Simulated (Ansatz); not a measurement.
[CoI(H2O)5]2+ (CoIO₅H₁₀²⁺). The state is a triplet with charge 2. Geometry r2SCAN-D4/def2-SVP; atoms count from 1.

Cartesian coordinates in Å:
```
Co 0.039 0.288 0.071
I 0.709 3.027 0.191
O -0.373 -1.743 -0.251
H -0.973 -2.288 0.284
H 0.135 -2.358 -0.804
O -1.339 0.293 1.605
H -2.301 0.329 1.474
H -1.183 0.504 2.540
O 1.412 0.194 -1.504
H 2.380 0.202 -1.411
H 1.222 0.245 -2.457
O 1.621 -0.145 1.336
H 1.901 -1.040 1.591
H 2.118 0.471 1.900
O -1.508 0.626 -1.263
H -1.918 1.468 -1.523
H -1.942 -0.073 -1.780
```

In the def2 sets I takes a core potential; there is no spin–orbit coupling. The charge 2 triplet is spin-contaminated (final ⟨S²⟩ up to 3.00, 2.00 for a pure state).

(1) Estimate the Mulliken populations from the PBE0/def2-TZVP orbitals of Ansatz.

(2) Where does the spin sit?

(3) And the Mayer bond orders between heavy atoms (over 0.3)?

Results:

(1) 
```json
{"atom": "Co1", "charge (e)": "0.80", "spin (α − β)": "2.83", "d electrons": "7.37"}
{"atom": "I2", "charge (e)": "0.27", "spin (α − β)": "-0.96", "d electrons": "–"}
{"atom": "O3", "charge (e)": "-0.64", "spin (α − β)": "0.02", "d electrons": "–"}
{"atom": "H4", "charge (e)": "0.40", "spin (α − β)": "0.00", "d electrons": "–"}
{"atom": "H5", "charge (e)": "0.40", "spin (α − β)": "0.00", "d electrons": "–"}
{"atom": "O6", "charge (e)": "-0.60", "spin (α − β)": "0.03", "d electrons": "–"}
{"atom": "H7", "charge (e)": "0.40", "spin (α − β)": "0.00", "d electrons": "–"}
{"atom": "H8", "charge (e)": "0.40", "spin (α − β)": "0.00", "d electrons": "–"}
{"atom": "O9", "charge (e)": "-0.61", "spin (α − β)": "0.01", "d electrons": "–"}
{"atom": "H10", "charge (e)": "0.40", "spin (α − β)": "0.00", "d electrons": "–"}
{"atom": "H11", "charge (e)": "0.40", "spin (α − β)": "0.00", "d electrons": "–"}
{"atom": "O12", "charge (e)": "-0.61", "spin (α − β)": "0.02", "d electrons": "–"}
{"atom": "H13", "charge (e)": "0.40", "spin (α − β)": "0.00", "d electrons": "–"}
{"atom": "H14", "charge (e)": "0.40", "spin (α − β)": "0.00", "d electrons": "–"}
{"atom": "O15", "charge (e)": "-0.61", "spin (α − β)": "0.02", "d electrons": "–"}
{"atom": "H16", "charge (e)": "0.40", "spin (α − β)": "0.00", "d electrons": "–"}
{"atom": "H17", "charge (e)": "0.40", "spin (α − β)": "0.00", "d electrons": "–"}
```
Mulliken values depend strongly on the basis.

(2) Summed by element: Co 2.83, I -0.96, O 0.10, H 0.02, of 2 unpaired in all. Largest on single atoms: Co1 2.83, I2 -0.96, O6 0.03.

(3) Co1–I2 0.51 (2.82 Å); Co1–O6 0.32 (2.06 Å); Co1–O12 0.32 (2.07 Å); Co1–O15 0.31 (2.07 Å).
